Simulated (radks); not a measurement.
Results of a calculation; reference values are marked as such.
Question: The technetium ion Tc7+ is in [Kr]. Code: a radial shooting solver on a logarithmic mesh with Libxc functionals. Model: Dirac Kohn-Sham, PBE, spin-unpolarised, spherical densities, finite nucleus; Fermi nuclear charge, rms radius of each element as measured or else 0.836 A^(1/3) + 0.57 fm. Sub-shells are occupied by j as written (lower j first in brackets). One electron is removed from 4p3/2, 4p1/2, 4s1/2, 3d5/2 in turn, with full relaxation. Which removal costs least, and what does each cost?

Answer: 4p3/2 151.13 eV; 4p1/2 154.78 eV; 4s1/2 182.86 eV; 3d5/2 377.28 eV. The 4p3/2 electron leaves first.
